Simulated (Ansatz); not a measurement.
A nudged elastic band was laid between two geometries of ClH + F3H2NTi (9 atoms, charge 0, multiplicity 1).

Level of theory: RKS BHLYP-D4/def2-SVP (Ansatz).

```yaml
movable_images: 7
climbing_image: yes
spring: 5.0 eV/Å²
optimiser: quadratic models (default)
start_path: through a guess of the saddle point
force_threshold: 0.03 eV/Å
iteration_limit: 60
end_points: relaxed
```

Image 0:

```xyz
9
Properties=species:S:1:pos:R:3
Ti 0.169 -0.041 0.137
N 0.033 -0.044 1.991
H 0.119 -0.892 2.539
H 0.270 0.763 2.553
F 1.835 -0.166 -0.318
F -0.414 1.480 -0.429
F -0.642 -1.447 -0.448
Cl -3.218 0.225 1.440
H -2.033 0.133 1.943
```

Image 8:

```xyz
9
Properties=species:S:1:pos:R:3
Ti -0.503 0.200 0.026
N -0.243 -0.263 2.253
H -0.754 -1.098 2.514
H 0.734 -0.414 2.475
F 0.771 1.321 0.398
F -0.654 0.537 -1.663
F -0.080 -1.481 -0.084
Cl -2.572 0.715 0.657
H -0.580 0.496 2.832
```

**Question.** Which bonds break or form, and what moves?

**Answer.** Bonds broken: Cl8–H9. Bonds formed: Ti1–Cl8, N2–H9. ClH + F3H2NTi becomes ClF3H3NTi.

**Question.** Give the energies along the band, and the barrier.

**Answer.** The run converged. The highest image is number 2 of 0 to 8, 4.7 kcal/mol above the first end and 41.0 kcal/mol above the last; the last end lies 36.3 kcal/mol below the first. A vibrational analysis at the climbing image gives one clearly imaginary mode, 622i cm⁻¹: a first-order saddle point. The orbitals stay closed-shell, which can raise the energy where a bond breaks towards radicals; this wasn't checked here.

| image | path coordinate (Å) | energy (kcal/mol) | Cl8–H9 (Å) | Ti1–Cl8 (Å) | N2–H9 (Å) |
| --- | --- | --- | --- | --- | --- |
| 0 | 0.00 | 0.0 | 1.29 | 3.64 | 2.07 |
| 1 | 0.44 | 1.3 | 1.31 | 3.19 | 1.84 |
| 2 | 0.88 | 4.7 | 1.43 | 2.86 | 1.46 |
| 3 | 1.67 | -22.3 | 2.07 | 2.42 | 1.03 |
| 4 | 2.46 | -29.2 | 2.59 | 2.29 | 1.01 |
| 5 | 3.25 | -30.1 | 2.60 | 2.28 | 1.01 |
| 6 | 4.03 | -33.7 | 2.65 | 2.25 | 1.01 |
| 7 | 4.82 | -36.0 | 2.79 | 2.22 | 1.01 |
| 8 | 5.61 | -36.3 | 2.96 | 2.22 | 1.01 |

**Question.** What is the geometry of the highest image?

**Answer.** 
```xyz
9
Properties=species:S:1:pos:R:3
Ti -0.129 -0.031 0.166
N -0.153 -0.021 2.120
H 0.117 -0.877 2.593
H 0.295 0.762 2.585
F 1.560 -0.184 -0.132
F -0.456 1.497 -0.553
F -0.727 -1.476 -0.550
Cl -2.783 0.222 1.190
H -1.603 0.120 1.991
```

**Question.** What are the harmonic wavenumbers there?

**Answer.** 622i, 90, 122, 158, 183, 200, 226, 250, 254, 599, 637, 639, 695, 813, 853, 887, 1109, 1436, 1559, 3598, 3693 cm⁻¹.

Time of the run: 9.2 min on 4 threads of Intel(R) Xeon(R) Platinum 8375C CPU @ 2.90GHz (Ice Lake), with other jobs on the host, peak memory 0.36 GiB.
